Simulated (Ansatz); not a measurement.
A structure relaxed at PBE0-D4/def2-TZVP, charge 0, multiplicity 1:

```tsv
atom	x (Å)	y (Å)	z (Å)
C1	-0.235	0.975	-1.473
O2	0.185	-0.337	-1.137
Sn3	0.088	-0.964	0.679
O4	1.310	0.037	1.794
F5	0.628	-2.778	0.616
Cl6	-2.039	-0.894	1.551
H7	0.370	1.740	-0.975
H8	-1.291	1.143	-1.232
H9	-0.109	1.083	-2.552
H10	1.092	-0.003	2.730
```

Task: Give its formula and SMILES.

Result: CH4ClFO2Sn, `C[O][Sn]([OH])([F])[Cl]`.

Task: Summarise the bond lengths by kind.

Result: 1 × C–O 1.418 Å; 3 × C–H 1.092 to 1.096 Å; 2 × O–Sn 1.924 to 1.934 Å; 1 × F–Sn 1.894 Å; 1 × Cl–Sn 2.300 Å; 1 × H–O 0.962 Å.

Results of the Gaussian-basis code of Ansatz.
